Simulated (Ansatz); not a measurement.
`F[Si]([SiH3])([SiH3])Cl` + H₂ → `F[SiH]([SiH3])Cl` + SiH₄ at 298.15 K and 1 bar (hydrogenolysis of the Si–Si bond).

Computed with Ansatz on PBE0-D4/def2-TZVP structures; ΔE is electronic, products minus reactants. CCSD(T)/CBS adds triple-zeta CCSD(T) − MP2 to the extrapolated MP2 energy (def2 sets, frozen cores). This one scheme is used for every species.

```csv
species,CCSD(T)/CBS energy (Eh),H − E (kJ/mol),S (J/(mol·K))
`F[Si]([SiH3])([SiH3])Cl`,-1430.51902,171.7,408.1
H₂,-1.17544,35.1,130.4
`F[SiH]([SiH3])Cl`,-1140.23962,120.5,343.9
SiH₄,-291.46306,92.1,204.8
```

H − E and S are ideal-gas, rigid-rotor, harmonic terms from PBE0-D4/def2-TZVP, for one conformer and one mirror image of each species. For small species the MP2-based limit differs from directly extrapolated CCSD(T) by up to some mEh (0.8 for H₂); such offsets cancel only in part. 1 Eh = 2625.50 kJ/mol, R = 8.31446 J/(mol·K).

By hand: ΔE, ΔH, ΔS and ΔG.

ΔE = (-1140.23962) + (-291.46306) − (-1430.51902) − (-1.17544) = -0.00822 Eh = -21.6 kJ/mol. Δ(H − E) = 120.5 + 92.1 − 171.7 − 35.1 = 5.8, so ΔH = -15.8 kJ/mol. ΔS = 343.9 + 204.8 − 408.1 − 130.4 = 10.2 J/(mol·K). ΔG = -15.8 − 298.15 × (10.2)/1000 = -18.8 kJ/mol.

By hand: the equilibrium constant, and the temperature at which ΔG would vanish if ΔH and ΔS stayed fixed.

log₁₀ K = −ΔG/(RT ln 10) = 3.3. ΔH and −TΔS have one sign here, so there is no such temperature.

The number of gas molecules stays the same, so ΔS is small and ΔH decides. A doubt of 5 kJ/mol in ΔE shifts log₁₀ K by 0.9 here. Other conformers and mirror images would add mixing entropy, several J/(mol·K) or more a flexible species. These are equilibria of isolated gas molecules and say nothing of rates. Largest T1 diagnostic: 0.013 (customary marks: 0.02 for closed shells, 0.045 for open ones).

ΔS is within the doubt of such terms, so its sign, and with it that verdict, could turn.
